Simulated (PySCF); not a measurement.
# Calculated properties of `[F][Al]([Cl])[Cl]`

Species: AlCl2F.
Z-matrix (Å and degrees, PBE0-D3(BJ)/def2-SVP geometry), rows numbered from 1:
```
Al
Cl  1  2.0729
Cl  1  2.0736  2  121.75
F   1  1.6499  2  119.02  3   179.72
```

**PBE0-D3(BJ)/def2-SVP geometry optimisation, gas phase (PySCF)**

```
Point group                  : C2v
Rotational constants A, B, C : 4.608, 2.203, 1.491 GHz
```

From wB97X-D/def2-SVPD ground state and vertical TDDFT (core frozen in the response) (PySCF):

```
Dipole moment                                                     : 0.51 D
HOMO energy                                                       : -11.64 eV
LUMO energy                                                       : 0.04 eV
HOMO–LUMO gap                                                     : 11.68 eV
Lowest singlet excitation                                         : 7.08 eV (175 nm, f = 0.017)
Strongest line among the 15 lowest singlet transitions            : S9 at 8.89 eV (139 nm, f = 0.362)
Lowest triplet excitation (Tamm–Dancoff)                          : 6.81 eV
Static isotropic polarisability                                   : 47.5 au
Electronic spatial extent ⟨r²⟩ about the centre of nuclear charge : 683 bohr²
```

From B3LYP/pcSseg-1 (pcSseg-2 on Al) ground state and GIAO shieldings, non-relativistic (PySCF):

```
Isotropic shieldings of nuclei other than C and H, by class : 312 (F4), 435 (Al1), 959 (Cl2/Cl3) ppm
```

**delta-SCF UKS SCAN, pcX-2 on the ionised atom, pcseg-1 elsewhere, spin-free X2C; 2p3/2 from a spin–orbit splitting computed afterwards within the 2p shell (PySCF)**

```
Core binding energies : Cl2p3/2 206.7 (Cl2/Cl3), F1s 692.5 (F4), Al1s 1569.9 (Al1), Cl1s 2829.3 (Cl2/Cl3) eV
```

Monoisotopic mass (most abundant isotopes): 115.9176 u.

The 15 singlets span 7.08 to 10.15 eV, and their oscillator strengths add up to 0.69. The dipole matches unit charges of opposite sign 0.11 Å apart (1 e·Å = 4.8032 D). With B = h/(8π²I), that is 505.379 GHz u Å² over I, the principal moments of inertia are 109.7, 229.4 and 339.1 u Å² (most abundant isotopes). The rotational constants make it an asymmetric top with κ = (2B − A − C)/(A − C) = -0.54, nearer the prolate limit (−1).

